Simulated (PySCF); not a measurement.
C6H6Cl2F2Si2, SMILES F[SiH](F)c1ccc([SiH](Cl)Cl)cc1, singlet (GFN2-xTB optimised geometry):

```
18

Si    -0.580    -0.505     0.000
F      1.020    -0.505     0.000
F     -0.930     1.056     0.000
C     -1.206    -1.286     1.587
C     -0.521    -2.341     2.189
C     -0.984    -2.920     3.354
C     -2.157    -2.474     3.962
C     -2.842    -1.420     3.360
C     -2.379    -0.841     2.195
Si    -2.780    -3.247     5.571
Cl    -4.796    -3.158     5.609
Cl    -2.189    -5.175     5.653
H     -1.020    -1.056    -1.260
H      0.392    -2.706     1.740
H     -0.432    -3.735     3.797
H     -3.754    -1.054     3.808
H     -2.930    -0.024     1.751
H     -2.263    -2.554     6.746
```

Method: PBE0/def2-SVP (PySCF).

Problem. What are the frontier orbital energies and the dipole moment?

Solution. HOMO-2 -8.84 eV, HOMO-1 -8.13 eV, HOMO -7.99 eV, LUMO -1.61 eV, LUMO+1 -0.75 eV; dipole moment 0.95 D.

On the same geometry PBE/def2-SVP (PySCF 2.14.0) gives HOMO-2 -7.40 eV, HOMO-1 -7.06 eV, HOMO -6.92 eV, LUMO -2.36 eV, LUMO+1 -1.64 eV; dipole moment 0.89 D.

Meta-Löwdin charges at PBE0/def2-SVP: Si1 1.26, F2 -0.47, F3 -0.47, C4 -0.25, C5 -0.09, C6 -0.09, C7 -0.22, C8 -0.09, C9 -0.09, Si10 0.80, Cl11 -0.26, Cl12 -0.26, H13 -0.13, H14 0.11, H15 0.11, H16 0.11, H17 0.11, H18 -0.10.
